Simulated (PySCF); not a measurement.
Species: `CN[SiH]([SiH2]C)[SiH2]C`. The columns A, B, C and D hold Mulliken, IAO, Hirshfeld and ESP-fitted charges (e) of one PBE0/pcSseg-1 density (PySCF), in a shuffled order. Coordinates in Å (GFN2-xTB); the density's dipole moment is (-0.51, 0.04, -0.12) D.

```json
{"atom": "C1", "x": "-0.770", "y": "-2.993", "z": "0.377", "A": "-0.072", "B": "-0.058", "C": "-0.296", "D": "-0.103"}
{"atom": "N2", "x": "-0.700", "y": "-2.173", "z": "-0.806", "A": "-0.251", "B": "-0.676", "C": "-0.665", "D": "-0.673"}
{"atom": "Si3", "x": "-0.241", "y": "-0.501", "z": "-0.754", "A": "+0.215", "B": "+0.002", "C": "+0.457", "D": "+0.276"}
{"atom": "Si4", "x": "-1.766", "y": "0.885", "z": "0.352", "A": "+0.232", "B": "+0.647", "C": "+0.417", "D": "+0.319"}
{"atom": "C5", "x": "-1.369", "y": "2.708", "z": "-0.013", "A": "-0.213", "B": "-0.689", "C": "-0.700", "D": "-0.623"}
{"atom": "Si6", "x": "1.951", "y": "-0.476", "z": "0.028", "A": "+0.247", "B": "+0.608", "C": "+0.455", "D": "+0.343"}
{"atom": "C7", "x": "2.571", "y": "1.321", "z": "0.046", "A": "-0.214", "B": "-0.716", "C": "-0.702", "D": "-0.631"}
{"atom": "H8", "x": "-1.689", "y": "-2.832", "z": "0.954", "A": "+0.030", "B": "+0.050", "C": "+0.117", "D": "+0.102"}
{"atom": "H9", "x": "0.080", "y": "-2.760", "z": "1.015", "A": "+0.040", "B": "+0.063", "C": "+0.139", "D": "+0.116"}
{"atom": "H10", "x": "-0.716", "y": "-4.050", "z": "0.105", "A": "+0.043", "B": "+0.083", "C": "+0.143", "D": "+0.116"}
{"atom": "H11", "x": "-1.423", "y": "-2.427", "z": "-1.463", "A": "+0.112", "B": "+0.373", "C": "+0.253", "D": "+0.196"}
{"atom": "H12", "x": "-0.289", "y": "-0.205", "z": "-2.204", "A": "-0.082", "B": "-0.051", "C": "-0.103", "D": "-0.050"}
{"atom": "H13", "x": "-3.185", "y": "0.685", "z": "-0.003", "A": "-0.082", "B": "-0.165", "C": "-0.106", "D": "-0.060"}
{"atom": "H14", "x": "-1.736", "y": "0.721", "z": "1.818", "A": "-0.088", "B": "-0.181", "C": "-0.113", "D": "-0.067"}
{"atom": "H15", "x": "-1.399", "y": "2.911", "z": "-1.080", "A": "+0.040", "B": "+0.159", "C": "+0.153", "D": "+0.139"}
{"atom": "H16", "x": "-0.378", "y": "2.974", "z": "0.342", "A": "+0.038", "B": "+0.158", "C": "+0.150", "D": "+0.142"}
{"atom": "H17", "x": "-2.079", "y": "3.374", "z": "0.467", "A": "+0.043", "B": "+0.168", "C": "+0.158", "D": "+0.145"}
{"atom": "H18", "x": "2.098", "y": "-0.970", "z": "1.412", "A": "-0.083", "B": "-0.147", "C": "-0.113", "D": "-0.066"}
{"atom": "H19", "x": "2.929", "y": "-1.257", "z": "-0.747", "A": "-0.076", "B": "-0.140", "C": "-0.101", "D": "-0.049"}
{"atom": "H20", "x": "3.616", "y": "1.378", "z": "0.334", "A": "+0.043", "B": "+0.175", "C": "+0.158", "D": "+0.145"}
{"atom": "H21", "x": "2.475", "y": "1.785", "z": "-0.932", "A": "+0.039", "B": "+0.175", "C": "+0.152", "D": "+0.139"}
{"atom": "H22", "x": "2.009", "y": "1.925", "z": "0.752", "A": "+0.039", "B": "+0.163", "C": "+0.149", "D": "+0.144"}
```

Task: Which column most likely holds the ESP-fitted charges?

Result: B. Σ q r misses the density's dipole by 0.03 D (B), 0.66 D (A), 0.92 D (C), 1.85 D (D). Charges fitted to the outside potential are the only set here that is tied to the molecule's multipoles.

Task: And the Hirshfeld charges?

Result: A. The mean sizes are 0.105 e (A), 0.211 e (D), 0.257 e (B), 0.264 e (C), and Hirshfeld charges are commonly the smallest of these schemes.

As computed, A = Hirshfeld, B = ESP-fitted, C = IAO, D = Mulliken. Hydrogens on carbon: Hirshfeld +0.03 to +0.04, ESP-fitted +0.05 to +0.17, IAO +0.12 to +0.16, Mulliken +0.10 to +0.15 e.

The ESP scheme fits charges at the nuclei, held to the total charge, to the electrostatic potential on points at 1.4 to 2.0 times the van der Waals radii. The Hirshfeld scheme divides the density at each point in proportion to the densities of the neutral, spherically averaged free atoms.

Geometry: GFN2-xTB, one conformer, isolated molecule.

Shape of the structure used: `[CH3:1][NH:2][SiH:3]([SiH2:4][CH3:5])[SiH2:6][CH3:7]`: C1–N2–Si3–Si4 -67°, N2–Si3–Si4–C5 -167°, N2–Si3–Si6–C7 177°.
